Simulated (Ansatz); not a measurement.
A nudged elastic band was laid between two geometries of AlClH$_{4}$N$_{2}$ (8 atoms, charge 0, multiplicity 1).

Level of theory: RKS r2SCANh/def2-SVP (Ansatz).

| Item | Value |
| --- | --- |
| movable images | 1 |
| climbing image | no |
| spring | 5.0 eV/Å² |
| optimiser | quadratic models (default) |
| start path | through a guess of the saddle point |
| force threshold | 0.05 eV/Å |
| iteration limit | 60 |
| end points | relaxed |

Image 0:

```xyz
8
Properties=species:S:1:pos:R:3
Al -0.303 0.282 0.262
N 0.919 1.074 -0.730
N -0.499 -1.466 0.367
H 0.059 -2.162 -0.111
Cl -1.607 1.497 1.387
H 1.601 0.616 -1.322
H 1.036 2.078 -0.786
H -1.205 -1.921 0.932
```

Image 2:

```xyz
8
Properties=species:S:1:pos:R:3
Al -0.771 0.104 0.537
N 0.823 0.447 -0.629
N -0.619 -1.571 0.594
H 1.081 -0.545 -0.714
Cl -1.577 2.028 0.922
H 0.656 0.830 -1.560
H 1.604 0.962 -0.223
H -1.197 -2.255 1.073
```

(1) Which bonds break or form, and what moves?

(2) What energy profile does the band end with?

The band took 17 iterations and of the order of 50 core-seconds.

## Answers

(1) Bonds broken: N3–H4. Bonds formed: N2–H4.

(2) The forces met the threshold. The highest image is number 2 of 0 to 2, 53.5 kcal/mol above the first end and 0.0 kcal/mol above the last; the last end lies 53.5 kcal/mol above the first. The highest image is an end point: on this band no image between the ends rises above it. So few images can step over the top or miss a turn of the path. The orbitals stay closed-shell, which can raise the energy where a bond breaks towards radicals; this wasn't checked here.

```json
{"image": "0", "path coordinate (Å)": "0.00", "energy (kcal/mol)": "0.0", "N3–H4 (Å)": "1.01", "N2–H4 (Å)": "3.41"}
{"image": "1", "path coordinate (Å)": "1.76", "energy (kcal/mol)": "9.7", "N3–H4 (Å)": "1.02", "N2–H4 (Å)": "2.60"}
{"image": "2", "path coordinate (Å)": "3.52", "energy (kcal/mol)": "53.5", "N3–H4 (Å)": "2.38", "N2–H4 (Å)": "1.03"}
```

Time of the run: 24 s on 2 threads of Intel(R) Xeon(R) 6975P-C (Granite Rapids), on a shared host, peak memory 0.2 GiB.
